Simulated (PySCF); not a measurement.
`N#C[BH2-][PH3+]`. Method used: PySCF 2.14.0, PBE0-D3(BJ)/def2-SVP geometry optimisation, gas phase.

```
atom  x, y, z in Å
N1     2.5831   -1.0393   -0.2474
C2     1.7415   -0.2458   -0.1496
B3     0.5602    0.7723   -0.0127
P4    -1.0414   -0.3288    0.0623
H5     0.5420    1.3840    1.0399
H6     0.3839    1.4778   -0.9893
H7    -1.3123   -1.1572   -1.0514
H8    -2.2588    0.3782    0.1912
H9    -1.1404   -1.2584    1.1233
```

Q: Work out the bond lengths B3–P4, B3–H5, P4–H7, P4–H8 in Å.

A: For B3–P4 the difference vector is (-1.6016, -1.1011, 0.0750) Å, of length 1.9450 Å. B3–P4 1.945; B3–H5 1.218; P4–H7 1.414; P4–H8 1.414 Å.

Q: How far apart are these pairs, which share no bond: N1···P4, C2···P4, C2···H5, P4···H5, P4···H6?

A: N1···P4 3.706 Å (3 bonds apart); C2···P4 2.792 Å (2 bonds apart); C2···H5 2.347 Å (2 bonds apart); P4···H5 2.529 Å (2 bonds apart); P4···H6 2.530 Å (2 bonds apart).

Q: Give the dihedral angles H5–B3–P4–H8, C2–B3–P4–H7, H5–B3–P4–H9, C2–B3–P4–H8, H6–B3–P4–H9, H6–B3–P4–H7.

A: H5–B3–P4–H8 59° (synclinal); C2–B3–P4–H7 -60° (synclinal); H5–B3–P4–H9 -60° (synclinal); C2–B3–P4–H8 180° (antiperiplanar); H6–B3–P4–H9 -179° (antiperiplanar); H6–B3–P4–H7 60° (synclinal). Dihedral signs follow IUPAC: positive where, seen along the central bond, the front bond turns clockwise onto the rear one.

Q: Where is the centre of mass (commonest isotopes), and what is the radius of gyration?

A: Mass 73.025 u; centre at (0.372, -0.251, -0.043) Å; Rg = √(Σ m r²/M) = 1.652 Å. As Ia + Ib + Ic = 2 Σ m r², the three principal moments sum to 398.8 u·Å².

Q: What is the repulsion energy of the bare nuclei, Σ ZA·ZB/RAB?

A: 130.87 Eh over 36 pairs, with full nuclear charges and distances in bohr; the largest single term is 20.40 Eh (B3 with P4).

Q: Write the matrix of distances between heavy atoms (Å, lower triangle).

A: 
```
N1    0.000
C2    1.161  0.000
B3    2.726  1.565  0.000
P4    3.706  2.792  1.945  0.000
```

The point group is Cs within 0.08 Å; differences among equivalent distances and angles are scatter left by the optimiser. Whether it is a minimum is left open (no frequencies).
